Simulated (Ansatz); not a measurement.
Isomers of C₃H₇FSn, relaxed with PBE0-D4/def2-TZVP in Ansatz; electronic energies, one conformer each and not always the lowest. Functionals use def2-TZVPP; CBS adds triple-zeta CCSD(T) − MP2 to the MP2 limit of def2-TZVPP and def2-QZVPP.

Elements past krypton have def2 core potentials. Outer-core shells of Sn are correlated without core-valence functions. Spin–orbit coupling is left out.

Task: Order them by energy at frozen-core CCSD(T)/CBS, lowest first. (Estimate.)
A. `FC1[CH2][SnH2][CH2]1`
B. `C[CH](C)[Sn][F]`
C. `C=[CH][SnH]([CH3])[F]`
D. `C=[C](F)[SnH2][CH3]`
E. `[F][SnH]1[CH2]C[CH2]1`
F. `[CH3][SnH2]/[CH]=C\F`
G. `F[CH]1C[CH2][SnH2]1`

Result: B (0.0 kJ/mol), C (81.9 kJ/mol), E (89.4 kJ/mol), A (212.9 kJ/mol), F (217.0 kJ/mol), D (230.5 kJ/mol), G (248.3 kJ/mol).

Task: How do B3LYP-D4, PBE-D4, ωB97M-V, B2PLYP place them (kJ/mol, against `C[CH](C)[Sn][F]`)? (An estimate is asked.)

Result: The calculation gave: 
```
                 isomer  B3LYP-D4  PBE-D4  ωB97M-V  B2PLYP
 `[CH3][SnH2]/[CH]=C\F`     226.0   223.0    209.8   220.0
  `F[CH]1C[CH2][SnH2]1`     267.4   246.4    243.9   260.7
`C=[CH][SnH]([CH3])[F]`     101.8   107.4     89.0    92.2
`[F][SnH]1[CH2]C[CH2]1`     118.6   102.3     96.2   106.5
 `FC1[CH2][SnH2][CH2]1`     238.0   217.9    209.4   227.9
  `C=[C](F)[SnH2][CH3]`     238.2   234.5    223.5   234.0
```

B3LYP here is the variant with VWN-RPA as its local correlation; programs differ in this.
